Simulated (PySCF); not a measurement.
Species: C3H10GeSi.
Atom-mapped SMILES: `[CH2:1]=[C:2]([CH3:3])[GeH2:4][SiH3:5]`

Structure used (PBE0-D3(BJ)/def2-SVP), in Å, numbered top down from 1:
```xyz
15
C3H10GeSi angstrom
C     -1.8085   -0.8591    0.7453
C     -1.0548   -0.2092   -0.1496
C     -1.4077    1.1493   -0.6769
Ge     0.6075   -1.0151   -0.7878
Si     2.4731    0.3181   -0.0910
H     -2.7359   -0.4187    1.1331
H     -1.5411   -1.8494    1.1262
H     -0.6233    1.8863   -0.4334
H     -2.3580    1.5152   -0.2574
H     -1.4982    1.1407   -1.7759
H      0.5837   -1.0869   -2.3311
H      0.7194   -2.4465   -0.2276
H      3.4198   -0.4845    0.7429
H      3.2222    0.8663   -1.2638
H      1.9810    1.4685    0.7305
```

The computed photoelectron lines, unassigned: C 1s: 289.89 (area 1), 290.16 (area 1), 290.77 (area 1) eV; Si 1s: 1846.11 eV; Si 2p3/2: 106.41 eV.

Computed with delta-SCF UKS SCAN, pcX-2 on the ionised atom, pcseg-1 elsewhere, spin-free X2C (PySCF). Geometry: PBE0-D3(BJ)/def2-SVP, one conformer, isolated molecule.

(1) Order the carbon atoms by C 1s binding energy.

## Answers

(1) 289.89 eV: C1 (terminal =CH2 carbon); 290.16 eV: C2 (fully substituted alkene carbon); 290.77 eV: C3 (allylic carbon). The listed C 1s values span 0.88 eV, from C1 (bonded to C (double bond) and 2 H) to C3 (bonded to C and 3 H). Summing the Pauling electronegativity differences to the bonded atoms, each weighted by its formal bond order, gives -0.70 for the lowest site and -1.05 for the highest; the largest sum, -0.54, belongs to C2, 0.61 eV below the top. The smallest sum, -1.05, belongs to C3, 0.88 eV above the lowest.

Bonded neighbours of each site: C1: C (double bond) and 2 H; C2: C (double bond), C and Ge; C3: C and 3 H; Si5: 3 H and Ge.

Which photon energy gives electrons from C 1s of C1 a kinetic energy of 150 eV, and what is their de Broglie wavelength?

hν = 289.89 + 150 = 439.89 eV, recoil neglected; λ = 12.264 Å/√(E/eV) = 1.00 Å.

The unrestricted hole states depart most from a pure doublet (⟨S²⟩ = 0.75; over 0.85 named) for C 1s of C2 (0.86), which makes this value less certain. 2p3/2 and 2p1/2 are the ΔSCF energy of one spin-free 2p hole plus the eigenvalues of a spin–orbit and ligand-field matrix of the shell. 2p1/2 minus 2p3/2 (ligand field included): Si 0.62 eV. No level of germanium is listed.

On an Arm Neoverse V1 with one thread, shared host with 32 logical CPUs at a one-minute load of 29, this took 49 s wall and 0.64 GiB of memory at its peak.
